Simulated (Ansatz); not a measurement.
B(SiH3)3 (Si₃BH₉). Total charge 0; singlet. Geometry r2SCAN-D4/def2-SVP.

Cartesian coordinates in Å:
```
B -0.004 -0.010 0.000
Si 0.355 -0.244 -1.962
H 1.511 -1.124 -2.320
H 0.597 1.114 -2.557
H -0.877 -0.798 -2.616
Si 1.210 -0.860 1.355
H 1.407 -2.311 1.029
H 0.782 -0.752 2.785
H 2.549 -0.191 1.219
Si -1.571 1.092 0.607
H -2.367 1.754 -0.474
H -1.104 2.149 1.563
H -2.488 0.180 1.370
```

(1) Estimate the orbital energies around the gap (eV) in Ansatz with HF/STO-3G, PBE-D4/def2-TZVPD, BLYP-D4/def2-TZVP, PBE0-D4/def2-TZVPD, ωB97M-V/def2-TZVP.

## Answers

(1) 
```csv
orbital,HF/STO-3G,PBE-D4/def2-TZVPD,BLYP-D4/def2-TZVP,PBE0-D4/def2-TZVPD,ωB97M-V/def2-TZVP
HOMO−5,-11.44,-8.77,-8.65,-10.13,-12.47
HOMO−4,-11.11,-8.47,-8.37,-9.77,-12.03
HOMO−3,-11.10,-8.47,-8.36,-9.76,-12.02
HOMO−2,-10.90,-8.20,-8.11,-9.52,-11.78
HOMO−1,-8.52,-6.89,-6.77,-8.04,-10.14
HOMO,-8.51,-6.89,-6.77,-8.04,-10.14
LUMO,5.65,-4.14,-3.91,-3.25,-1.29
LUMO+1,12.67,-0.70,-0.12,-0.09,2.00
LUMO+2,12.71,-0.39,-0.08,0.33,2.22
LUMO+3,12.73,-0.37,-0.06,0.34,2.24
LUMO+4,14.67,-0.17,0.22,0.46,2.36
LUMO+5,14.68,-0.13,0.29,0.62,2.61
```
